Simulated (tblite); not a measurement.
Species: C6H2Cl2O2 (charge -1 and doublet state).
SMILES with atom numbers: `[O:1]=[C:2]1[CH:3]=[C:4]([Cl:5])[C:6]([O-:7])[CH:8]=[C:9]1[Cl:10]` (hydrogens: H11 on C3; H12 on C8)

All values are computed: GFN2-xTB (tblite) harmonic vibrations without scaling, gas phase. This tight-binding method is rough: wavenumbers can miss measured ones by several per cent, in bad cases by 10 to 20. Open shells enter through the occupations alone, without spin polarisation, and single modes of such species can be off by tens of per cent.

Harmonic wavenumbers (cm⁻¹): 65.8, 145.0, 185.2, 202.2, 205.9, 285.9, 339.6, 354.4, 363.8, 457.4, 541.3, 584.9, 621.2, 669.6, 675.6, 823.1, 824.6, 835.3, 943.9, 994.2, 1148.2, 1185.0, 1268.7, 1315.7, 1474.1, 1549.4, 1559.7, 1615.6, 3077.4, 3079.1.

A = 2053, B = 614.2, C = 472.7 MHz; mass 175.943 u (most abundant isotopes); point group C2h, symmetry number 2; spin multiplicity 2.

Q: What is the zero-point energy?

A: Half the sum of the wavenumbers: 13696 cm⁻¹ = 163.84 kJ/mol.

Q: What is S at 350 K and 1 bar for an ideal gas of classical rigid rotors and harmonic oscillators?

A: Translation 176.67, rotation 124.55, vibration 111.85, spin (R ln 2) 5.76: S = 418.8 J/(mol K).

Q: And Cp and H(350 K) − H(0)?

A: Cp = 156.08 J/(mol K), of which vibrations give 122.83 (their classical limit is 30 R = 249.4); H(350 K) − H(0) = 33.52 kJ/mol without the zero-point energy, 21.88 from vibrations.

Q: What must be added to the electronic energy to get the Gibbs energy at 350 K and 1 bar?

A: ZPE + [H(350 K) − H(0)] − T·S = 163.84 + 33.52 − 146.59 = 50.77 kJ/mol.

Q: Blend soft modes into free rotors: weight 1/[1 + (100 cm⁻¹/ν̃)⁴] for the oscillator and the rest for a rotor with moment μB/(μ + B), μ = h/(8π²ν), B = 10⁻⁴⁴ kg m². What vibrational entropy results?

A: 107.41 J/(mol K) in place of 111.85, which changes −T·S at 350 K by +1.56 kJ/mol.

Q: Which modes carry the vibrational entropy at 350 K?

A: 65.8 cm⁻¹: 19.21; 145.0 cm⁻¹: 12.74; 185.2 cm⁻¹: 10.78; 202.2 cm⁻¹: 10.09; 205.9 cm⁻¹: 9.94; 285.9 cm⁻¹: 7.43 J/(mol K); the other 24 give 41.66 together.

Q: How do the functions run with temperature in this model?

A: 
```csv
T (K),S (J/(mol K)),Cp (J/(mol K)),H − H(0) (kJ/mol),G − H(0) (kJ/mol),ln q(vib)
150,317.2,88.9,8.58,-39.00,1.74
250,371.5,125.8,19.37,-73.50,3.79
298.15,395.0,141.2,25.81,-91.96,4.82
400,440.5,168.8,41.65,-134.56,7.00
600,516.7,206.2,79.48,-230.54,11.14
900,606.7,236.3,146.38,-399.66,16.71
```

q(vib) and H(0) count from the zero-point level.

Hindered rotation and anharmonicity are outside this model.
